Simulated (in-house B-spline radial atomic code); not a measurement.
Radial electron density of the aluminium ion Al⁷⁺, [He] 2s2 2p2. Level of theory: non-relativistic LDA PW92, spin-polarised, spherical fractional occupations, point nucleus; calculated with a radial B-spline atomic code at the basis-set limit.

Columns: r (bohr), 4πr²n(r) (electrons per bohr), bar.

```
 0.00446   0.3161 #
 0.00519     0.42 #
 0.00605   0.5581 ##
 0.00704   0.7365 ##
 0.00819   0.9675 ###
 0.00954    1.267 ####
  0.0111    1.648 #####
  0.0129    2.124 ######
  0.0151    2.748 ########
  0.0175    3.468 ###########
  0.0204    4.372 #############
  0.0238    5.448 #################
  0.0277     6.67 ####################
  0.0322    8.022 ########################
  0.0375    9.486 #############################
  0.0436    10.95 #################################
  0.0508    12.35 #####################################
  0.0592    13.51 #########################################
  0.0689    14.27 ###########################################
  0.0802     14.5 ############################################
  0.0933    14.08 ###########################################
   0.109    12.99 #######################################
   0.127    11.39 ###################################
   0.147    9.607 #############################
   0.171    7.853 ########################
     0.2    6.513 ####################
   0.232     5.94 ##################
   0.271    6.097 ###################
   0.315    6.749 ####################
   0.367     7.47 #######################
   0.427    7.768 ########################
   0.497     7.33 ######################
   0.579    6.131 ###################
   0.674    4.474 ##############
   0.785    2.789 ########
   0.913    1.466 ####
    1.06   0.6379 ##
    1.24   0.2093 #
    1.44  0.05558 
    1.68  0.01039 
    1.95 0.001453
```

On this grid the curve has 2 maxima, near 0.0802, 0.427 bohr.

The 2s up radial function P(r) = rR(r), positive near the nucleus:

```
r (bohr)         P
 0.00154    0.0409
 0.00209   0.05511
 0.00283   0.07391
 0.00383   0.09872
 0.00519    0.1314
 0.00704    0.1739
 0.00954     0.228
  0.0129    0.2948
  0.0175    0.3757
  0.0238    0.4685
  0.0322     0.563
  0.0436    0.6452
  0.0592    0.6878
  0.0802    0.6499
   0.109    0.4822
   0.147    0.1583
     0.2   -0.3321
   0.271   -0.8793
   0.367    -1.305
   0.497     -1.41
   0.674    -1.131
   0.913   -0.6455
    1.24   -0.2377
    1.68  -0.05036
```
